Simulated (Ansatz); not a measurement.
`C[C](C)(C)[In]([F])[Cl]` + `[OH][Ga]([F])[Cl]` → `CC(C)(C)[O][Ga]([F])[Cl]` + `[F][InH][Cl]`  (substitution at a C–In bond)

Gas-phase electronic energies from Ansatz, PBE0-D4/def2-TZVP geometries. CCSD(T)/CBS adds triple-zeta CCSD(T) − MP2 to the extrapolated MP2 energy (def2 sets, frozen cores). DFT in def2-TZVPP. HSE06 is defined as in plane-wave codes. Elements past krypton have def2 core potentials. For Ga, In outer-core shells are correlated without core-valence functions, which leaves a few kJ/mol of doubt a bond. Scalar relativity is left out up to krypton. Each species was taken in one conformer, which may not be the lowest.

```tsv
level	ΔE (kcal/mol)	difference from CCSD(T)/CBS
revPBE-D4	8.5	-1.6
BLYP-D4	8.2	-1.9
r2SCAN-D4	7.1	-3.0
B97M-V	3.9	-6.2
PBE0-D4	7.8	-2.3
r2SCAN0-D4	6.6	-3.5
ωB97X-V	5.1	-5.0
PBE	9.7	-0.4
revPBE	11.3	1.2
HSE06	8.5	-1.6
BHLYP	5.6	-4.5
CAM-B3LYP	5.2	-4.9
CCSD(T)/def2-SVP	3.1	-7.0
HF/def2-QZVPP	2.8	-7.3
MP2/def2-QZVPP	12.8	2.7
SCS-MP2/def2-QZVPP	11.0	0.9
CCSD(T)/CBS	10.1	0
```

Largest T1 diagnostic among the species: 0.015.

Leaving LDA and LC-ωPBE aside and taking each functional with its dispersion term where it has one, the values, not all of them listed here, spread over 5.3 kcal/mol, from B97M-V to PBE-D4. LDA lies −4.1 kcal/mol from PBE without D4. From PBE to PBE0 (25 % exact exchange), in def2-TZVPP and without D4, ΔE moves by −1.4 kcal/mol.
